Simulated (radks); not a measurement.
Task: Species: Mo V. Configuration: [Ar] 3d10 4s2 4p5.5 4d2.5 (fractional occupations, a model configuration). Method: scalar-relativistic Kohn-Sham, TASK exchange with Perdew-Wang LDA correlation, spin-polarised, spherical densities, finite nucleus; open shells are filled with parallel spins first (spin-orbit coupling, left out, can overturn this in heavy ions); meta-GGA in the generalised Kohn-Sham scheme; Fermi nuclear charge, rms radius 4.4091 fm; computed with a radial shooting solver on a logarithmic mesh with Libxc functionals. Some entries of the table are withheld. Estimate them.

orbital  occ.  eigenvalue (hartree)  <r> (bohr)
1s up       1             -731.9957     0.03521
1s down     1             -731.9920     0.03521
2s up       1             -105.5966      0.1539
2s down     1             -105.5716      0.1539
2p up       3             -94.56033      0.1341
2p down     3             -94.53937      0.1341
3s up       1             -19.73370      0.4289
3s down     1             -19.72110      0.4290
3p up       3             -16.08929      0.4303
3p down     3             -16.07385      0.4303
3d up       5             -10.14054      0.4147
3d down     5             -10.11495      0.4145
4s up       1                   (1)         (2)
4s down     1                   (3)         (4)
4p up       3                   (5)       1.196
4p down   2.5                   (6)       1.186
4d up     2.5              -1.76567       1.471

Result: 
(1) 4s up eigenvalue (hartree): -4.28433
(2) 4s up <r> (bohr): 1.096
(3) 4s down eigenvalue (hartree): -4.15416
(4) 4s down <r> (bohr): 1.089
(5) 4p up eigenvalue (hartree): -3.26957
(6) 4p down eigenvalue (hartree): -3.12392
